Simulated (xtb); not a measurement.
C₃H₆OSi, SMILES C#C[SiH2]CO. All values are semi-empirical tight-binding results from xtb (GFN2-xTB unless named), good for trends rather than for accurate numbers. Coordinates come from a GFN2-xTB optimisation. This is a generated structure with no PubChem entry under its InChIKey; it may be hypothetical. One conformer was computed; it need not be the lowest.

Computed properties:
The orbital gap is 5.02 eV and the dipole moment comes out as 1.47 D. The zero-point energy is 47.0 kcal/mol and the G − E(el) at 298.15 K (modified RRHO) comes out as 27.3 kcal/mol. The static polarisability (D4 model) is 67.1 bohr³ and the solvation energy, GFN2-xTB/ALPB(water) is -4.4 kcal/mol. The solvation energy, GFN2-xTB/ALPB(dmso) is -8.3 kcal/mol.
